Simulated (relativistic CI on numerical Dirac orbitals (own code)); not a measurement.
# Pt⁶⁺: O2,3 absorption edge

Computed with this model: Dirac-Coulomb-Breit CI, KLI orbitals optimised for each configuration, model QED (radiative potential, 1s self-energy scaled to tabulated hydrogen-like ionisation energies), valence Slater integrals scaled by 0.7, multiplet model of core-to-valence dipole absorption; configurations [Xe] 4f14 5d4 → [Kr] 4d10 4f14 5s2 5p5 5d5; 300 K; Lorentzian 0.6 eV and Gaussian 0.3 eV FWHM. Energies are those of the free ion, without screening or charge transfer. The branching ratio is the share of the lower-energy edge in the whole absorption, uncertain by about 0.02 where the edges overlap. S is read from ⟨S²⟩ = S(S + 1).

Field parameters in Wybourne normalisation: Oh B⁴₀ = 21Dq, B⁴₄ = √(5/14) B⁴₀. The field is a parameter set, without covalency.

free ion: ground-state S = 1.54, centroid 59.79 eV. Peaks (eV, height): 58.0 (100), 59.8 (20), 61.9 (9), 63.2 (30), 64.4 (18).

Oh, 10Dq = 10000 cm⁻¹: ground-state S = 1.43, centroid 60.19 eV. Peaks (eV, height): 58.1 (100), 59.8 (30), 62.4 (16), 63.4 (23), 63.7 (23).

Oh, 10Dq = 22550 cm⁻¹: ground-state S = 1.19, centroid 61.41 eV. Peaks (eV, height): 53.1 (11), 53.9 (6), 55.9 (17), 57.9 (69), 58.8 (100), 60.4 (30), 61.2 (36), 63.4 (23), 65.7 (14), 75.4 (19), 76.5 (12), 77.6 (10).

Oh, 10Dq = 35100 cm⁻¹: ground-state S = 1.05, centroid 62.59 eV. Peaks (eV, height): 52.4 (26), 53.4 (13), 55.8 (16), 58.2 (77), 59.3 (61), 60.1 (100), 62.7 (37), 65.0 (14), 68.2 (7), 76.3 (52), 79.0 (8), 79.8 (9).

Strongest unbroadened transitions for Oh, 10Dq = 10000 cm⁻¹:

```tsv
Energy (eV)	Relative strength
57.16	16.4
57.19	12.6
57.43	21.1
57.54	14.3
57.66	17.8
57.95	11.7
58.17	100.0
58.24	6.6
58.40	5.6
58.61	12.5
58.98	6.6
59.56	12.2
59.91	10.1
60.17	14.5
63.18	9.1
63.42	11.6
63.83	17.8
64.59	7.1
```
